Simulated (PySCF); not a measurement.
# Sc¹⁸⁺: ionisation energy

Sc¹⁸⁺ [He] 2s1 [2s1/2^1, M_J = 1/2] → Sc¹⁹⁺ 1s2, as a difference of total energies. All numbers are calculated (PySCF 2.14, the two-component X2C-1e Hamiltonian, in an uncontracted even-tempered set (17 s from 4.2 bohr⁻², ratio 2.4; 11 p from 5.4 bohr⁻², ratio 2.4; 5 d from 17 bohr⁻², ratio 2.6; 4 f from 25 bohr⁻², ratio 2.6)). Correlated levels: nothing frozen; the 34 highest virtual spinors dropped. "Screened" scales the spin-orbit matrix elements by Boettger's factors to mimic the two-electron term; Breit and QED terms are absent.

```
                    method  ionisation energy (eV)
 GHF (screened spin-orbit)                  1288.1
GMP2 (screened spin-orbit)                  1288.3
```

For comparison: 1288.0 eV (theoretical estimate listed by NIST; NIST Atomic Spectra Database, ionization energies).
